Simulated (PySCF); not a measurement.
Species: [AuCl4]- (charge -1 and singlet state).
Cartesian coordinates in Å at the PBE0-D3(BJ)/def2-SVP level; atoms count from 1:
```
atom  x, y, z in Å
Au1    0.0150   -0.0222   -0.0124
Cl2    2.3349   -0.0399   -0.0046
Cl3    0.0328    2.2978    0.0000
Cl4   -2.3047   -0.0041   -0.0174
Cl5   -0.0032   -2.3422   -0.0277
```

Computed with PySCF 2.14.0, PBE0-D3(BJ)/def2-SVP geometry optimisation, gas phase, def2 core potentials past Kr.

**Question.** Which atoms are bound to Au1, and at what distances?

**Answer.** 4 atoms: Cl4 2.320 Å, Cl2 2.320 Å, Cl3 2.320 Å, Cl5 2.320 Å.

**Question.** List the angles at Au1.

**Answer.** 
```json
{"angle": "Cl2–Au1–Cl4", "degrees": "179.9", "distance of the outer atoms (Å)": "4.64"}
{"angle": "Cl3–Au1–Cl5", "degrees": "179.9", "distance of the outer atoms (Å)": "4.64"}
{"angle": "Cl2–Au1–Cl5", "degrees": "90.0", "distance of the outer atoms (Å)": "3.28"}
{"angle": "Cl4–Au1–Cl5", "degrees": "90.0", "distance of the outer atoms (Å)": "3.28"}
{"angle": "Cl2–Au1–Cl3", "degrees": "90.0", "distance of the outer atoms (Å)": "3.28"}
{"angle": "Cl3–Au1–Cl4", "degrees": "90.0", "distance of the outer atoms (Å)": "3.28"}
```

**Question.** What is the shape at Au1?

**Answer.** Square planar: angles from 90.0° to 179.9°; τ4 = (360° − α − β)/141° = 0.00 with α and β the two widest (0 for a square, 1 for a tetrahedron).

**Question.** What are the rotational constants (commonest isotopes, rigid rotor)?

**Answer.** A = 1343, B = 1342, C = 671.3 MHz: an oblate symmetric top.

Point group: D4h (tolerance 0.08 Å). Charge -1, singlet. The geometry's basis has no diffuse functions, a weakness for an anion. Not checked by PBE0-D3(BJ)/def2-SVP frequencies.
